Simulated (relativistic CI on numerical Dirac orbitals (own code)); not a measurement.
# Ho VII: sensitivity of the levels to the model

Base calculation: Dirac-Coulomb-Breit CI, separate exchange-only KLI orbitals for each configuration, model QED (radiative potential, 1s self-energy scaled to tabulated hydrogen-like ionisation energies), unscaled Slater integrals.

Configuration list (outside the closed core [Kr] 4d10): 4f9.5s2.5p4, 4f8.5s.5p6. The list is cut by size and lacks configurations that can hold low levels.

Variants: (1) P86 correlation estimate; (2) Breit term removed. Shifts of the energy above 4f9.5s2.5p4 8I°_19/2, in cm⁻¹, for the lowest level and the first level of each name with at least 55 % of one term (blank where a level changes its place among those of its configuration and J or its character, or is not in the variant):

```json
{"Level": "4f9.5s2.5p4 8I°_19/2", "Base": "0.0", "Δ(1)": "0.0", "Δ(2)": "0.0"}
{"Level": "4f9.5s2.5p4 8H°_15/2", "Base": "4636.6", "Δ(1)": "0.0", "Δ(2)": "+144.6"}
{"Level": "4f9.5s2.5p4 8H°_13/2", "Base": "7470.2", "Δ(1)": "0.0", "Δ(2)": "+196.4"}
{"Level": "4f9.5s2.5p4 8G°_15/2", "Base": "9023.6", "Δ(1)": "0.0", "Δ(2)": "-26.1"}
{"Level": "4f9.5s2.5p4 8H°_11/2", "Base": "10128.2", "Δ(1)": "0.0", "Δ(2)": "+208.9"}
{"Level": "4f9.5s2.5p4 8G°_3/2", "Base": "17600.8", "Δ(1)": "0.0", "Δ(2)": "+162.1"}
{"Level": "4f9.5s2.5p4 8G°_1/2", "Base": "18324.7", "Δ(1)": "0.0", "Δ(2)": "+148.7"}
{"Level": "4f9.5s2.5p4 8D°_5/2", "Base": "19840.3", "Δ(1)": "0.0", "Δ(2)": "+53.4"}
{"Level": "4f9.5s2.5p4 8D°_3/2", "Base": "20331.7", "Δ(1)": "0.0", "Δ(2)": "+74.0"}
{"Level": "4f9.5s2.5p4 6N°_25/2", "Base": "32266.2", "Δ(1)": "0.0", "Δ(2)": "+811.4"}
```

At this charge configurations can still be misplaced by up to about 7 % of their energy. Terms inside the open d or f shell come out 10 to 20 % too wide with unscaled integrals. Levels and lines within the n = 5 or 6 shells can be off by up to 10 % or somewhat more, and those that change n by about 2 %, since core polarisation is missing.

LS names give the leading component of a level, which can be under half, so a name can repeat, a term be missing and a line seem to break the LS rules.
